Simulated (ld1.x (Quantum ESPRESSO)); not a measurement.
The numbers below are computed, except where a source is named.
Potentials for boron compared

Generated with ld1.x 7.5 (TM, RRKJ, ultrasoft, PAW), atompaw 4.2 or ONCVPSP 4.0.1. The cutoff is in Ry: for ld1.x and atompaw files where the sum of valence levels is converged to 10 mRy in a Bessel basis, for ONCV files where the hardest occupied wave has 1 mHa per electron of residual kinetic energy. The error is the largest all-electron minus pseudo excitation energy over each file’s own four to seven test configurations (ionisations up to +4, promotions, holes and added fractions of an electron), all of which were solved. The labels leave out finer settings (local radius, basis sizes, second energies), which also bear on the numbers. Spin-polarised tests are not counted. The rows are a selection from randomly drawn settings: files with unsolved tests, undetermined cutoffs or missed reference levels are left out.

```tsv
potential	cutoff (Ry)	largest error (meV)	bound ghosts
PAW, PW91, scalar-relativistic, rc 1.65/4.35 (sp), local smoothed, core correction yes, reference 2s2 2p1	6	+8.2	none
RRKJ, LDA (PZ), scalar-relativistic, rc 1.55/2.40/2.15 (spd), local smoothed, core correction yes, reference 2s2 2p1	30	+161	none
TM, LDA (PZ), scalar-relativistic, rc 0.95/2.00 (sp), local s, core correction no, reference 2s2 2p1	70	+141	none
PAW, Wu–Cohen, scalar-relativistic, rc 0.84/2.75 (sp), local smoothed, core correction no, reference 1s2 2s1.75 2p1.25	140	+32	none
```

(1) Fill in the row for B: TM, LDA (PZ), scalar-relativistic, rc 1.35/2.65 (sp), local s, core correction no, reference 2s1 2p2.

(2) Fill in the row for B: PAW, PBEsol, scalar-relativistic, rc 1.60/2.25/2.25 (spd), local smoothed, core correction yes, reference 2s2 2p1.

(3) Fill in the row for B: TM, PBE, non-relativistic, rc 1.60/2.45/2.10 (spd), local s, core correction yes, reference 2s2 2p1.

## Answers

(1) cutoff 18 Ry, largest error +339 meV, bound ghosts: none.

(2) cutoff 10 Ry, largest error -5.3 meV, bound ghosts: none.

(3) cutoff 18 Ry, largest error +147 meV, bound ghosts: none.
